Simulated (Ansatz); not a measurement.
Single points on W(NH)2(NH2)2 (WN4H6).

```yaml
crystal:
  periodic: [false, false, false]
  atoms:
    - {symbol: N, position_ang: [0.053052, 0.017842, 1.886069]}
    - {symbol: N, position_ang: [1.795130, -0.026875, -0.580464]}
    - {symbol: N, position_ang: [-0.699755, 1.641087, -0.523958]}
    - {symbol: N, position_ang: [-0.738384, -1.634098, -0.491912]}
    - {symbol: W, position_ang: [0.170033, -0.000846, 0.120147]}
    - {symbol: H, position_ang: [0.387898, 0.023242, 2.845835]}
    - {symbol: H, position_ang: [2.811555, -0.038792, -0.585811]}
    - {symbol: H, position_ang: [-0.436800, 2.135682, -1.372131]}
    - {symbol: H, position_ang: [-1.402367, 2.160648, -0.004772]}
    - {symbol: H, position_ang: [-1.453119, -2.126536, 0.037072]}
    - {symbol: H, position_ang: [-0.487262, -2.151364, -1.330086]}
basis:
  gaussian: {orbitals: def2-TZVP, initial_orbitals: start.molden}
hamiltonian: {xc: r2scan, dispersion: d4}
scf: {omitted_lower_state_checks: [starts]}
output: {orbitals: {seedname: orbitals}}
```

The file start.molden holds the orbitals of an earlier run on this structure, at another level or in another basis.

```sh
$ ansatz run in.yaml --threads 2 --pin off --events-out ev --progress --plain --max-ram 4352MiB
```

Shortened log:

```
Functional definition: r2SCAN
1208 factors; their error is unknown
mean field evaluation 1: about -7887.1752 eV, gradient 5.2e0 eV
mean field evaluation 2: about -7887.2272 eV, gradient 5.0e-2 eV
mean field evaluation 4: about -7887.2108 eV, gradient 1.4e-4 eV
mean field -7887.21082807 eV, -289.8496517880 hartree, gradient 1.6e-5 eV, S^2 0.000000; 0 other end points of the search recorded, 0 dependent functions left out
reference -7887.21084015 eV, -289.8496522321 hartree; 24, 24 occupied and 176, 176 virtual orbitals, 1208 factors
Total energy: -7887.27581108 eV, -289.8520398697 hartree
Checks for a lower state left out: starts
```

It took 2.8 s on 2 threads of Intel Xeon 6975P-C on a shared host.

First input, but with `gaussian: {orbitals: def2-SVP, initial_orbitals: start.molden}`, `hamiltonian: {xc: pbe0, dispersion: d4}` (abridged; 1.4 s):

```
Functional definition: PBE0
mean field -7874.30186546 eV, -289.3752561623 hartree, gradient 8.5e-5 eV, S^2 0.000000
Total energy: -7874.52747709 eV, -289.3835472365 hartree
Checks for a lower state left out: starts
```

First input, but with `hamiltonian: {xc: {name: B2PLYP}}` and without the key `output` (abridged; 4.3 s):

```
Functional definition: B2PLYP
mean field -7869.17464227 eV, -289.1868341854 hartree, gradient 1.8e-6 eV, S^2 0.000000
4 core orbitals not correlated: weight in the atoms' cores, before any rotation towards them, 1.000 or more for the frozen orbitals, at most 0.000 for the correlated occupied ones
second order -43.74806734 eV of doubles, -0.00000000 eV of singles
Total energy: -7880.98679779 eV, -289.6209228940 hartree
Checks for a lower state left out: starts
```

Geometry: r2SCAN-D4/def2-SVP.

In the def2 sets W takes a core potential; there is no spin–orbit coupling. Correlated methods freeze 4 core orbitals; core or outer-core shells of W are correlated, in sets that lack core-valence functions. Another isomer (singlet) lies 0.06 eV lower at PBE0-D4/def2-TZVP; other spin states weren't run for this one.
